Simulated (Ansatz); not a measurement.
The same atomization along the group B, Al, Ga, In.

Program: Ansatz. Geometries: PBE0-D4/def2-TZVP. ΔE: electronic, gas phase. CBS: MP2 limit from def2 TZ/QZ plus the TZ coupled-cluster correction, frozen cores. This one scheme is used for every species, atoms too. DFT in def2-TZVPP. No spin–orbit coupling; open shells (•) take unrestricted orbitals. Spin–orbit coupling would lower the free atoms: a little for Al, B, Si; clearly for Ga; strongly for In. def2 core potentials past Kr. Bonds to Ga, In are less sure, by a few kJ/mol each and by 10 to 20 or more in all where they break to atoms, as the def2 sets lack core-valence functions. Scalar relativity is left out up to krypton. One conformer a species, not always the lowest.

```
                                                                                reaction  CCSD/CBS(def2) (kJ/mol)  LDA (SPW92) (kJ/mol)  MP2/CBS(def2) (kJ/mol)  CCSD(T)/CBS(def2) (kJ/mol)
          `[SiH3]N([SiH3])B(N([SiH3])[SiH3])N([SiH3])[SiH3]` → 18 H• + B• + 3 N• + 6 Si•                     9249                 10374                    9382                        9358
`[SiH3][N]([SiH3])[Al]([N]([SiH3])[SiH3])[N]([SiH3])[SiH3]` → 18 H• + Al• + 3 N• + 6 Si•                     9012                 10020                    9125                        9114
`[SiH3][N]([SiH3])[Ga]([N]([SiH3])[SiH3])[N]([SiH3])[SiH3]` → 18 H• + Ga• + 3 N• + 6 Si•                     8808                  9832                    8926                        8915
`[SiH3][N]([SiH3])[In]([N]([SiH3])[SiH3])[N]([SiH3])[SiH3]` → 18 H• + In• + 3 N• + 6 Si•                     8651                  9648                    8760                        8762
```

Largest T1 diagnostic: 0.018, for Al•.

For atomizations the MP2-based limit and the directly extrapolated one differ by several kJ/mol either way, and by 10 to 25 for some Ge, Se and Sn compounds, so smaller differences from it don't rank the levels.
